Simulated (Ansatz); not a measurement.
A run for Ansatz (a first-principles code): R-wB97M-V/def2-TZVPP on FH4NSi (SMILES N[SiH2]F), a point of a torsion scan.

Ansatz 0.2 input:
```yaml
crystal:
  periodic: [false, false, false]
  atoms:
    - {symbol: N, position_ang: [1.02993886, -0.11945720, -0.07628215]}
    - {symbol: Si, position_ang: [-0.65673483, 0.09031470, 0.05595027]}
    - {symbol: F, position_ang: [-0.96323029, 1.46345734, 0.84674735]}
    - {symbol: H, position_ang: [1.52953651, -0.90283435, 0.29889001]}
    - {symbol: H, position_ang: [1.64274323, 0.58203483, -0.45088895]}
    - {symbol: H, position_ang: [-1.18375311, -0.98244826, 0.87795874]}
    - {symbol: H, position_ang: [-1.28991513, 0.30825515, -1.23609750]}
basis:
  gaussian:
    orbitals: def2-TZVPP
hamiltonian:
  xc: {name: wB97M-V}
scf: {lower_state_search: off}
```

Q: Give the final energy of this run.

A: -446.5945 hartree.
